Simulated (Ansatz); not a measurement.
`C=C([SiH3])[SiH2]C` + `BS` → `BSC(=C)[SiH3]` + `C[SiH3]`  (substitution at a C–Si bond)

Computed with Ansatz on PBE0-D4/def2-TZVP structures; ΔE is electronic, products minus reactants. CCSD(T)/CBS adds triple-zeta CCSD(T) − MP2 to the extrapolated MP2 energy (def2 sets, frozen cores). This one scheme is used for every species. DFT in def2-TZVPP. One conformer a species, not always the lowest.

Problem. Is it downhill or uphill in electronic energy at CCSD(T)/CBS, and by how much? (Estimate.)

Solution. The calculation gave: Uphill: ΔE = +35.8 kJ/mol.

Problem. What do these levels give: PBE-D4, r2SCAN-D4, ωB97M-V, r2SCAN, HF/def2-TZVPP, MP2/def2-TZVPP, SCS-MP2/def2-TZVPP, CCSD/def2-TZVPP, HF/def2-QZVPP, SCS-MP2/def2-QZVPP, HF/CBS(def2), MP2/CBS(def2)? (An estimate is asked.)

Solution. Ansatz gave: PBE-D4 28.1, r2SCAN-D4 31.5, ωB97M-V 37.3, r2SCAN 31.0, HF/def2-TZVPP 45.1, MP2/def2-TZVPP 34.4, SCS-MP2/def2-TZVPP 35.5, CCSD/def2-TZVPP 40.1, HF/def2-QZVPP 45.0, SCS-MP2/def2-QZVPP 34.9, HF/CBS(def2) 44.9, MP2/CBS(def2) 33.1 kJ/mol.

Largest T1 diagnostic among the species: 0.015.

In def2-TZVPP, CCSD(T) changes the Hartree–Fock value by −8.0 kJ/mol (the triples alone add −3.0 kJ/mol) and MP2 by −10.7 kJ/mol. From PBE to PBE0 (25 % exact exchange), in def2-TZVPP and without D4, ΔE moves by +4.2 kJ/mol.
